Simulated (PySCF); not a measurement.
palladium atom (Pd), singlet (core potentials on Pd); CASSCF(4,5)/def2-SVP run with PySCF.

The PySCF input:
```python
from pyscf import gto, scf, mcscf
import numpy

mol = gto.Mole()
mol.atom = '''
    Pd    0.00000000    0.00000000    0.00000000
'''
mol.basis = 'def2-svp'
mol.ecp = {'Pd': 'def2-svp'}
mol.verbose = 4
mol.build()

mf = scf.RHF(mol)
mf.kernel()
mc = mcscf.CASSCF(mf, 5, 4)
mc.fix_spin_(ss=0.0)
mc.conv_tol = 1e-5
mc.kernel()
occ = numpy.linalg.eigvalsh(mc.fcisolver.make_rdm1(mc.ci, mc.ncas, mc.nelecas))[::-1]
ss = mc.fcisolver.spin_square(mc.ci, mc.ncas, mc.nelecas)[0]
print('natural occupations', occ.round(4), ' <S^2>', round(ss, 4))
```

The log (banner, timings and long lists left out):

```
PySCF version 2.14.0

[INPUT] verbose = 4
[INPUT] num. atoms = 1
[INPUT] num. electrons = 18
[INPUT] charge = 0
[INPUT] spin (= nelec alpha-beta = 2S) = 0
[INPUT] symmetry False subgroup None
[INPUT] Mole.unit = angstrom
[INPUT] Symbol           X                Y                Z      unit          X                Y                Z       unit  Magmom
[INPUT]  1 Pd     0.000000000000   0.000000000000   0.000000000000 AA    0.000000000000   0.000000000000   0.000000000000 Bohr   0.0

nuclear repulsion = 0
number of shells = 11
number of NR pGTOs = 57
number of NR cGTOs = 31
basis = def2-svp
ecp = {'Pd': 'def2-svp'}

******** <class 'pyscf.scf.hf.RHF'> ********
method = RHF
initial guess = minao
damping factor = 0
level_shift factor = 0
DIIS = <class 'pyscf.scf.diis.CDIIS'>
diis_start_cycle = 1
diis_space = 8
diis_damp = 0
SCF conv_tol = 1e-09
SCF conv_tol_grad = None
SCF max_cycles = 50
direct_scf = True
direct_scf_tol = 1e-13
Set gradient conv threshold to 3.16228e-05
Initial guess from minao.
init E= -115.742561291373
  HOMO = -1.17268004710004  LUMO = -0.394294947368009  gap/eV = 21.18094
cycle= 1 E= -126.660226101129  delta_E= -10.9  |g|= 1.15  |ddm|= 2.31
  HOMO = -0.0212004893729493  LUMO = 0.0527399415922174  gap/eV = 2.01202
cycle= 2 E= -126.744542839044  delta_E= -0.0843  |g|= 1.14  |ddm|= 2.03
  HOMO = -0.311322777410602  LUMO = 0.0285408599391066  gap/eV = 9.24816
cycle= 3 E= -127.000258213415  delta_E= -0.256  |g|= 0.0201  |ddm|= 0.891
  HOMO = -0.320071492329631  LUMO = 0.0294259717840974  gap/eV = 9.51031
cycle= 4 E= -127.000347667583  delta_E= -8.95e-05  |g|= 0.00468  |ddm|= 0.026
  HOMO = -0.321415644467488  LUMO = 0.0291753018252892  gap/eV = 9.54007
cycle= 5 E= -127.000351016267  delta_E= -3.35e-06  |g|= 0.000157  |ddm|= 0.00422
  HOMO = -0.32145735728049  LUMO = 0.0291680405426815  gap/eV = 9.54100
cycle= 6 E= -127.000351020167  delta_E= -3.9e-09  |g|= 2.67e-06  |ddm|= 0.00011
  HOMO = -0.321458309962103  LUMO = 0.0291679547114283  gap/eV = 9.54103
cycle= 7 E= -127.000351020168  delta_E= -1.29e-12  |g|= 2.2e-07  |ddm|= 2.08e-06
  HOMO = -0.32145840601352  LUMO = 0.0291679378704841  gap/eV = 9.54103
Extra cycle  E= -127.000351020168  delta_E= -2.84e-14  |g|= 1.46e-07  |ddm|= 2.96e-07
converged SCF energy = -127.000351020168

******** <class 'pyscf.mcscf.mc1step.CASSCF'> ********
CAS (2e+2e, 5o), ncore = 7, nvir = 19
max_cycle_macro = 50
max_cycle_micro = 4
conv_tol = 1e-05
conv_tol_grad = None
orbital rotation max_stepsize = 0.02
orbital rotation threshold for CI restart = 0.01
augmented hessian ah_max_cycle = 30
augmented hessian ah_conv_tol = 1e-12
augmented hessian ah_linear dependence = 1e-14
augmented hessian ah_level shift = 1e-08
augmented hessian ah_start_tol = 2.5
augmented hessian ah_start_cycle = 3
augmented hessian ah_grad_trust_region = 3
kf_trust_region = 3
kf_interval = 4
ci_response_space = 4
ci_grad_trust_region = 3
with_dep4 0
natorb = False
canonicalization = True
sorting_mo_energy = False
ao2mo_level = 2
internal_rotation = False
******** <class 'pyscf.fci.addons.SpinPenaltyFCISolver'> ********
max. cycles = 50
conv_tol = 1e-08
davidson only = True
linear dependence = 1e-12
level shift = 0.001
max iter space = 12
nroots = 1
pspace_size = 400
spin = None
CASCI E = -127.000477137932  S^2 = 0.0000000
Set conv_tol_grad to 0.00316228
macro iter   1 (  6 JK    1 micro), CASSCF E = -127.000582998256  dE = -1.05860324e-04  S^2 = 0.0000000
               |grad[o]|=0.000539  |grad[c]|=0.00341  |ddm|=0.00224  |maxRot[o]|=0.0799
macro iter   2 (  6 JK    1 micro), CASSCF E = -127.000675629610  dE = -9.26313543e-05  S^2 = 0.0000000
               |grad[o]|=0.000896  |grad[c]|=0.00225  |ddm|=0.00201  |maxRot[o]|=0.0434
macro iter   3 ( 21 JK    4 micro), CASSCF E = -127.001636787644  dE = -9.61158033e-04  S^2 = 0.0000000
               |grad[o]|=0.00116  |grad[c]|=0.00468  |ddm|=0.0224  |maxRot[o]|=0.309
macro iter   4 ( 21 JK    4 micro), CASSCF E = -127.003289270456  dE = -1.65248281e-03  S^2 = 0.0000000
               |grad[o]|=0.00942  |grad[c]|=0.00719  |ddm|=0.00928  |maxRot[o]|=0.199
macro iter   5 ( 21 JK    4 micro), CASSCF E = -127.011343207853  dE = -8.05393740e-03  S^2 = 0.0000000
               |grad[o]|=0.0108  |grad[c]|=0.0163  |ddm|=0.00759  |maxRot[o]|=0.308
macro iter   6 ( 21 JK    4 micro), CASSCF E = -127.021606370987  dE = -1.02631631e-02  S^2 = 0.0000000
               |grad[o]|=0.0126  |grad[c]|=0.025  |ddm|=0.00669  |maxRot[o]|=0.303
macro iter   7 ( 21 JK    4 micro), CASSCF E = -127.024130525436  dE = -2.52415445e-03  S^2 = 0.0000000
               |grad[o]|=0.00787  |grad[c]|=0.00936  |ddm|=0.00609  |maxRot[o]|=0.263
macro iter   8 ( 20 JK    4 micro), CASSCF E = -127.024317961846  dE = -1.87436411e-04  S^2 = 0.0000000
               |grad[o]|=0.00292  |grad[c]|=0.00444  |ddm|=0.00432  |maxRot[o]|=0.153
macro iter   9 (  7 JK    2 micro), CASSCF E = -127.024335701388  dE = -1.77395413e-05  S^2 = 0.0000000
               |grad[o]|=0.00161  |grad[c]|=0.0015  |ddm|=0.00208  |maxRot[o]|=0.0499
macro iter  10 (  4 JK    1 micro), CASSCF E = -127.024336569317  dE = -8.67928762e-07  S^2 = 0.0000000
               |grad[o]|=0.000428  |grad[c]|=0.000736  |ddm|=0.000193  |maxRot[o]|=0.00451
1-step CASSCF converged in  10 macro (148 JK  29 micro) steps
CASSCF canonicalization
Density matrix diagonal elements [1.9924737  1.99578663 0.00453983 0.00359985 0.00359999]
CASSCF energy = -127.024336569317
CASCI E = -127.024336569317  E(CI) = -4.97491641448934  S^2 = 0.0000000
natural occupations [1.9964 1.9923 0.0041 0.0036 0.0036]  <S^2> 0.0
```
